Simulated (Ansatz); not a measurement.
System: sum formula WO2Cl, charge 1, multiplicity 1. 
Coordinates optimised at B3LYP-D3(BJ)/def2-TZVP (Ansatz, an electronic-structure program):
```
W
O 1 1.6823
O 1 1.6823 2 104.27
Cl 1 2.2091 2 105.89 3 -111.47
```
Charge +1, spin multiplicity 1.

Total electronic energies in hartree. Correlated levels leave the core frozen unless marked. Spin-orbit coupling is left out. The frozen core is the preceding noble-gas configuration, with the filled d and f shells of earlier blocks. Past Kr the def2 sets carry scalar-relativistic core potentials. CBS(X,Y): correlation extrapolated as X^-3; Hartree-Fock from the larger set. [CCSD(T)-MP2]/basis is that difference in the basis named.

The Hartree-Fock reference is unstable (checked in the largest basis), which strains HF and MP2. The T1 diagnostic of CCSD in the largest basis is 0.030, which is high, so the coupled-cluster rows are less sure than usual.

| level | program | energy (Eh) |
|---|---|---|
| HF/def2-SVPD | Ansatz | -675.06945 |
| HF/def2-QZVPP | Ansatz | -675.45964 |
| SVWN5/def2-TZVPD | Ansatz | -674.99566 |
| BLYP-D4/def2-TZVPD | Ansatz + dftd4 | -677.62324 |
| revPBE/def2-TZVPD | Ansatz | -677.58327 |
| r2SCAN/def2-TZVPD | Ansatz | -677.55987 |
| B97M-V/def2-TZVPD | Ansatz | -677.45089 |
| B3LYP-D4/def2-TZVPD | Ansatz + dftd4 | -677.64703 |
| PBE0-D3(BJ)/def2-TZVPD | Ansatz + dftd3 | -677.28707 |
| PBE0/def2-TZVPD | Ansatz | -677.28375 |
| PBE0/def2-QZVPP | Ansatz | -677.31079 |
| r2SCAN0-D4/def2-TZVPD | Ansatz + dftd4 | -677.44011 |
| HSE06-D3(BJ)/def2-TZVPD | Ansatz + dftd3 | -677.27325 |
| CAM-B3LYP/def2-TZVPD | Ansatz | -677.50825 |
| wB97M-V/def2-TZVPD | Ansatz | -677.44495 |
| wB97X-V/def2-TZVPD | Ansatz | -677.43550 |
| wB97X/def2-TZVPD | Ansatz | -677.56147 |
| MP2/def2-SVPD | Ansatz | -675.88321 |
| RI-MP2/def2-TZVPPD | Ansatz | -676.39746 |
| RI-MP2/CBS(def2-TZVPP,def2-QZVPP) | Ansatz | -676.5216 |
| SCS-MP2/def2-TZVPP | Ansatz | -676.34501 |
| CCSD(T)/def2-SVP | Ansatz | -675.81894 |
| RI-MP2/CBS(def2-TZVPPD,def2-QZVPPD)+[CCSD(T)-MP2]/def2-TZVPPD | Ansatz | -676.5181 |

Totals of different functionals don't rank their quality; only differences between species are comparable.
